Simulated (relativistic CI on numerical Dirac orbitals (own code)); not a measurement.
# Energy levels of Lu¹¹⁺

These numbers are calculated, not measured: Dirac-Coulomb-Breit CI, KLI orbitals optimised for each configuration, model QED (radiative potential, 1s self-energy scaled to tabulated hydrogen-like ionisation energies), unscaled Slater integrals (own radial code, finite nucleus).

CI space (outside the closed core [Kr]): 4d10 4f12 5s2, 4d10 4f11 5s2 5p, 4d10 4f12 5s 5p, 4d10 4f14, 4d10 4f11 5s 5p2, 4d10 4f13 5s, 4d10 4f13 5p, 4d10 4f12 5s 5d, 4d10 4f11 5s2 6s, 4d10 4f13 5d, 4d10 4f11 5s2 6p, 4d10 4f13 6s, 4d9 4f13 5s2, 4d10 4f12 5s 6s. Double excitations out of closed p, d and f shells are left out; levels of such configurations are missing from the list, as are those of other unlisted configurations, and high levels can miss mixing partners.

| No. | Configuration | Term | J | E (cm⁻¹) | % | Lifetime (s) | jj configuration (%) |
| --- | --- | --- | --- | --- | --- | --- | --- |
| 1 | 4d10 4f11 5s2 5p | 5H | 7 | 0.0 | 64 |  | 4f7/2^5 5p1/2 (78) |
| 2 | 4d10 4f11 5s2 5p | 3K | 8 | 5954.3 | 45 | 1.05e+00 | 4f7/2^5 5p1/2 (75) |
| 3 | 4d10 4f11 5s2 5p | 5H | 6 | 12816.4 | 43 | 1.24e-02 | 4f5/2^5 4f7/2^6 5p1/2 (88) |
| 4 | 4d10 4f11 5s2 5p | 5K | 7 | 14982.8 | 44 | 3.28e-02 | 4f5/2^5 4f7/2^6 5p1/2 (90) |
| 5 | 4d10 4f11 5s2 5p | 5I | 5 | 18876.4 | 24 | 9.92e-02 | 4f5/2^5 4f7/2^6 5p1/2 (39) |
| 6 | 4d10 4f11 5s2 5p | 5K | 6 | 20600.8 | 44 | 3.62e-02 | 4f5/2^4 4f7/2^7 5p1/2 (41) |
| 7 | 4d10 4f11 5s2 5p | 3F | 4 | 22162.8 | 21 | 2.07e+00 | 4f7/2^5 5p1/2 (81) |
| 8 | 4d10 4f11 5s2 5p | 5K | 5 | 23549.3 | 35 | 5.05e-01 | 4f7/2^5 5p1/2 (44) |
| 9 | 4d10 4f11 5s2 5p | 3G | 5 | 28333.6 | 29 | 8.95e-02 | 4f7/2^5 5p1/2 (52) |
| 10 | 4d10 4f11 5s2 5p | 3H | 4 | 28380.6 | 23 | 4.47e-02 | 4f5/2^5 4f7/2^6 5p1/2 (73) |
| 11 | 4d10 4f11 5s2 5p | 5P | 1 | 31368.1 | 62 |  | 4f7/2^5 5p1/2 (56) |
| 12 | 4d10 4f11 5s2 5p | 3G | 5 | 32997.4 | 24 | 6.78e-03 | 4f7/2^5 5p1/2 (41) |
| 13 | 4d10 4f11 5s2 5p | 5F | 3 | 34250.8 | 41 | 3.84e-02 | 4f5/2^5 4f7/2^6 5p1/2 (80) |
| 14 | 4d10 4f11 5s2 5p | 3H | 6 | 34288.4 | 29 | 1.24e-02 | 4f7/2^5 5p1/2 (45) |
| 15 | 4d10 4f11 5s2 5p | 5P | 2 | 34417.2 | 33 | 3.56e+00 | 4f7/2^5 5p1/2 (71) |
| 16 | 4d10 4f11 5s2 5p | 5F | 2 | 36716.1 | 35 | 9.95e-01 | 4f5/2^5 4f7/2^6 5p1/2 (57) |
| 17 | 4d10 4f11 5s2 5p | 3D | 1 | 37858.2 | 39 | 2.12e-01 | 4f5/2^5 4f7/2^6 5p1/2 (67) |
| 18 | 4d10 4f11 5s2 5p | 5G | 4 | 38338.3 | 30 | 1.33e-02 | 4f5/2^5 4f7/2^6 5p1/2 (62) |
| 19 | 4d10 4f11 5s2 5p | 5F | 5 | 40517.5 | 21 | 1.23e-02 | 4f5/2^5 4f7/2^6 5p1/2 (45) |
| 20 | 4d10 4f11 5s2 5p | 3F | 4 | 42066.5 | 17 | 1.76e-02 | 4f5/2^5 4f7/2^6 5p1/2 (78) |
| 21 | 4d10 4f11 5s2 5p | 5G | 2 | 42405.4 | 25 | 4.94e-02 | 4f5/2^5 4f7/2^6 5p1/2 (68) |
| 22 | 4d10 4f11 5s2 5p | 5G | 3 | 42512.1 | 36 | 4.73e-02 | 4f5/2^5 4f7/2^6 5p1/2 (49) |
| 23 | 4d10 4f11 5s2 5p | 3I | 7 | 45441.4 | 59 | 4.61e-03 | 4f5/2^5 4f7/2^6 5p1/2 (67) |
| 24 | 4d10 4f11 5s2 5p | 3L | 8 | 46487.3 | 41 | 1.34e-02 | 4f5/2^5 4f7/2^6 5p1/2 (61) |
| 25 | 4d10 4f11 5s2 5p | 3F | 3 | 47026.5 | 29 | 1.68e-02 | 4f5/2^5 4f7/2^6 5p1/2 (45) |
| 26 | 4d10 4f11 5s2 5p | 3I | 5 | 47620.0 | 18 | 6.58e-03 | 4f5/2^5 4f7/2^6 5p1/2 (43) |
| 27 | 4d10 4f11 5s2 5p | 5H | 4 | 47822.0 | 31 | 6.57e-03 | 4f5/2^4 4f7/2^7 5p1/2 (37) |
| 28 | 4d10 4f11 5s2 5p | 3H | 6 | 48231.4 | 37 | 1.26e-02 | 4f5/2^5 4f7/2^6 5p1/2 (65) |
| 29 | 4d10 4f11 5s2 5p | 3H | 4 | 49732.0 | 35 | 9.17e-03 | 4f5/2^5 4f7/2^6 5p1/2 (50) |
| 30 | 4d10 4f11 5s2 5p | 3G | 5 | 50779.8 | 29 | 7.13e-03 | 4f5/2^5 4f7/2^6 5p1/2 (80) |
| 31 | 4d10 4f11 5s2 5p | 3D | 1 | 52594.3 | 54 | 1.08e-02 | 4f5/2^4 4f7/2^7 5p1/2 (47) |
| 32 | 4d10 4f11 5s2 5p | 3L | 7 | 53032.9 | 70 | 2.56e-02 | 4f5/2^5 4f7/2^6 5p1/2 (53) |
| 33 | 4d10 4f11 5s2 5p | 5H | 3 | 54150.7 | 64 | 1.98e-02 | 4f5/2^4 4f7/2^7 5p1/2 (53) |
| 34 | 4d10 4f11 5s2 5p | 3F | 2 | 54224.8 | 28 | 9.87e-03 | 4f5/2^4 4f7/2^7 5p1/2 (62) |
| 35 | 4d10 4f12 5s2 | 3H | 6 | 55785.9 | 75 | 2.57e-02 | 4f7/2^6 (69) |
| 36 | 4d10 4f11 5s2 5p | 3D | 1 | 56811.6 | 37 | 1.02e-02 | 4f5/2^5 4f7/2^6 5p1/2 (69) |
| 37 | 4d10 4f11 5s2 5p | 3I | 6 | 57488.6 | 31 | 1.03e-02 | 4f5/2^5 4f7/2^6 5p1/2 (46) |
| 38 | 4d10 4f11 5s2 5p | 3F | 3 | 57537.1 | 26 | 1.33e-02 | 4f5/2^5 4f7/2^6 5p1/2 (44) |
| 39 | 4d10 4f11 5s2 5p | 3H | 4 | 58875.9 | 31 | 6.95e-03 | 4f5/2^4 4f7/2^7 5p1/2 (77) |
| 40 | 4d10 4f11 5s2 5p | 3H | 5 | 60062.4 | 25 | 5.82e-03 | 4f5/2^3 4f7/2^8 5p1/2 (51) |
| 41 | 4d10 4f11 5s2 5p | 3P | 2 | 60193.9 | 29 | 7.10e-03 | 4f7/2^5 5p1/2 (42) |
| 42 | 4d10 4f11 5s2 5p | 3P | 0 | 60547.8 | 78 | 8.21e-03 | 4f5/2^5 4f7/2^6 5p1/2 (87) |
| 43 | 4d10 4f11 5s2 5p | 3F | 2 | 61523.1 | 28 | 1.16e-02 | 4f5/2^5 4f7/2^6 5p1/2 (61) |
| 44 | 4d10 4f11 5s2 5p | 5P | 3 | 62404.9 | 55 | 2.59e-02 | 4f5/2^5 4f7/2^6 5p1/2 (56) |
| 45 | 4d10 4f12 5s2 | 3F | 4 | 64589.4 | 54 | 1.93e-02 | 4f7/2^6 (87) |

Energies count from the lowest computed level; lifetimes are radiative, by E1, M1, E2, M2, E3 decay to levels of this space only; some are left blank where a channel outside the calculation adds to the decay or the decay crosses a small, uncertain gap. Filled j subshells are mostly left out of the jj labels.

The mean weight of the leading LS term, summed over parents, in these 45 levels is 38 %, and that of the leading jj configuration (from the same eigenvectors) 61 %, so jj coupling describes them better and the LS labels are nominal.

At this charge transitions that keep the count of f electrons are usually good to a few per cent. Terms inside the open d or f shell come out 10 to 20 % too wide with unscaled integrals. Levels and lines within the n = 5 or 6 shells can be off by up to 10 % or somewhat more, and those that change n by about 2 %, since core polarisation is missing. Levels that differ in their count of f electrons can be misplaced by several ten thousand cm⁻¹, since the correlation energy of f electrons is missing or only estimated; rates across such gaps can be off by orders of magnitude. The computed lowest level isn't the tabulated ground level, which NIST ASD gives as 4f12 5s2 3H6; for such ions that label comes from theory and may be the wrong one.

LS names give the leading component of a level, which can be under half, so a name can repeat, a term be missing and a line seem to break the LS rules.
